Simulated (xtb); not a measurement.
Cl2Cu (SMILES [Cl][Cu][Cl]), doublet, from a rough starting geometry (GFN-xTB shapes and energies of metal compounds can be far from the true ones).

xtb was given this input:
```
$ xtb mol.xyz --gfn 2 --uhf 1 --opt vtight --json

# file mol.xyz
3

Cu     0.00702522     0.00933610     0.02382431
Cl     1.46704620     0.39011286    -1.36974684
Cl    -1.40542508    -0.35759508     1.37127167
```

### Question
What dipole moment does GFN2-xTB run with xtb give?

### Answer
0.00 D

### Question
What total energy at the end of the optimisation does GFN2-xTB give?

### Answer
-13.014902 Ha
